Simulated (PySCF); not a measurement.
Se(F)(NH2) (FH2NSe), SMILES N[Se]F. Geometry: PBE0-D3(BJ)/def2-TZVP. One conformer was computed; it need not be the lowest.

Computed equilibrium geometry at PBE0-D3(BJ)/def2-TZVP (PySCF confirms it by a frequency run) as Cartesian coordinates in Å, and its point group (one conformer of several):
point group Cs.
```xyz
5

Se     0.4011     0.0398     0.0000
F     -0.8268     1.3290     0.0000
N     -0.5779    -1.4288     0.0000
H     -1.0762    -1.6567     0.8465
H     -1.0762    -1.6567    -0.8465
```
